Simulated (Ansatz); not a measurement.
One change: `C=CN(C)[SiH2]Cl` becomes `C=CN([SiH3])[SiH2]Cl`.

Ansatz, PBE0-D4/def2-TZVP geometries, multiplicity 1. Each molecule was computed in one conformer, which needn't be the lowest.

| property | `C=CN(C)[SiH2]Cl` |
| --- | --- |
| HOMO energy (PBE0/def2-TZVPP) / eV | -6.36 |
| size of the dipole moment (ωB97M-V/def2-TZVPP) / D | 1.38 |
| LUMO energy (ωB97M-V/def2-TZVPP) / eV | 2.21 |
| HOMO energy (PBE/def2-TZVPP) / eV | -5.28 |
| LUMO energy (PBE0/def2-TZVPP) / eV | 0.39 |
| HOMO–LUMO gap (B3LYP/def2-TZVPP) / eV | 6.33 |

(1) Give the same properties after the change, and the shifts. (Estimate.)

Results:

(1) Ansatz gave: 
```csv
property,`C=CN([SiH3])[SiH2]Cl`,shift
HOMO energy (PBE0/def2-TZVPP) / eV,-6.64,-0.28
size of the dipole moment (ωB97M-V/def2-TZVPP) / D,0.91,-0.47
LUMO energy (ωB97M-V/def2-TZVPP) / eV,1.83,-0.38
HOMO energy (PBE/def2-TZVPP) / eV,-5.53,-0.25
LUMO energy (PBE0/def2-TZVPP) / eV,0.17,-0.22
HOMO–LUMO gap (B3LYP/def2-TZVPP) / eV,6.41,0.08
```

With PBE0 the HOMO falls by 0.28 eV and the LUMO falls by 0.22 eV, so the gap widens by about 0.06 eV. PBE moves the HOMO by -0.25 eV and ωB97M-V by -0.30 eV. Dipoles are sizes alone; their direction can turn.

B3LYP here is the variant with VWN-RPA as its local correlation; programs differ in this.
